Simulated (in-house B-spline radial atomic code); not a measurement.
Radial electron density of Ni8+, [Ar] 3d2. Method: non-relativistic PBE0, spin-polarised, spherical fractional occupations, exact exchange averaged over the configuration, point nucleus. Calculated with an all-electron radial atomic-structure program (B-spline basis).

Columns: r (bohr), 4πr²n(r) (electrons per bohr), bar.

```
  0.0024   0.9474 #
 0.00286    1.311 ##
  0.0034    1.798 ##
 0.00404    2.449 ###
 0.00481    3.325 ####
 0.00572    4.469 #####
  0.0068    5.945 #######
 0.00809    7.829 #########
 0.00962    10.16 ############
  0.0114    12.92 ###############
  0.0136    16.27 ###################
  0.0162    19.98 #######################
  0.0193    23.89 ############################
  0.0229    27.59 ################################
  0.0272    30.78 ####################################
  0.0324    33.02 ######################################
  0.0385    33.82 #######################################
  0.0458    33.09 ######################################
  0.0545    31.12 ####################################
  0.0648    28.74 #################################
  0.0771    27.15 ###############################
  0.0917     27.5 ################################
   0.109    30.18 ###################################
    0.13    34.39 ########################################
   0.154    37.78 ############################################
   0.183    38.15 ############################################
   0.218    34.04 #######################################
   0.259     26.6 ###############################
   0.309    18.78 ######################
   0.367    14.36 #################
   0.437    14.21 ################
   0.519    16.29 ###################
   0.618    17.17 ####################
   0.734    14.86 #################
   0.873    10.16 ############
    1.04    5.334 ######
    1.24    2.096 ##
    1.47   0.6283 #
    1.75   0.1292 
    2.08  0.01818 
    2.47 0.001674
```

On this grid the curve has 3 maxima, near 0.0385, 0.183, 0.618 bohr.

The 3p down radial function P(r) = rR(r), positive near the nucleus:

| r (bohr) | P |
| --- | --- |
| 0.0024 | 0.001489 |
| 0.0034 | 0.002947 |
| 0.00481 | 0.005783 |
| 0.0068 | 0.01124 |
| 0.00962 | 0.02163 |
| 0.0136 | 0.04089 |
| 0.0193 | 0.07605 |
| 0.0272 | 0.1353 |
| 0.0385 | 0.2317 |
| 0.0545 | 0.3714 |
| 0.0771 | 0.5408 |
| 0.109 | 0.6813 |
| 0.154 | 0.6727 |
| 0.218 | 0.3672 |
| 0.309 | -0.2706 |
| 0.437 | -0.9806 |
| 0.618 | -1.306 |
| 0.873 | -1.024 |
| 1.24 | -0.4633 |
| 1.75 | -0.1093 |
| 2.47 | -0.01038 |
